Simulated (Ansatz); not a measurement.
Consider the cleavage of the Si–P bond: `[CH3][GeH2][SiH2]P` + HCl → `[CH3][GeH2][SiH2]Cl` + PH₃.

Calculated with Ansatz (gas phase, PBE0-D4/def2-TZVP geometries, no zero-point term in ΔE). CCSD(T)/CBS is the MP2 limit (def2-TZVPP, def2-QZVPP) plus CCSD(T) − MP2 in def2-TZVPP, frozen cores. This one scheme is used for every species. Functionals use def2-TZVPP. For Ge outer-core shells are correlated without core-valence functions, which leaves a few kJ/mol of doubt a bond. Scalar relativity is left out up to krypton. Each species was taken in one conformer, which may not be the lowest.

(1) Is it downhill or uphill in electronic energy at CCSD(T)/CBS, and by how much? (Estimate.)

(2) What do these levels give: r2SCAN-D4, ωB97X-V, ωB97M-V, MP2/def2-TZVPP, HF/def2-QZVPP, SCS-MP2/def2-QZVPP? (An estimate is asked.)

Largest T1 diagnostic among the species: 0.013.

Answers

(1) The calculation gave: Downhill: ΔE = -68.6 kJ/mol.

(2) Ansatz gave: r2SCAN-D4 -68.2, ωB97X-V -72.1, ωB97M-V -73.8, MP2/def2-TZVPP -70.0, HF/def2-QZVPP -89.5, SCS-MP2/def2-QZVPP -74.8 kJ/mol.

The D4 term adds +5.0 kJ/mol with B3LYP and +2.9 kJ/mol with PBE0; it sums over pairs of atoms, weighted by their polarisabilities, and B3LYP, whose exchange is more repulsive, gets the larger term. In def2-TZVPP, CCSD(T) changes the Hartree–Fock value by +21.8 kJ/mol (the triples alone add +3.0 kJ/mol) and MP2 by +19.0 kJ/mol.

B3LYP here is the variant with VWN-RPA as its local correlation; programs differ in this.
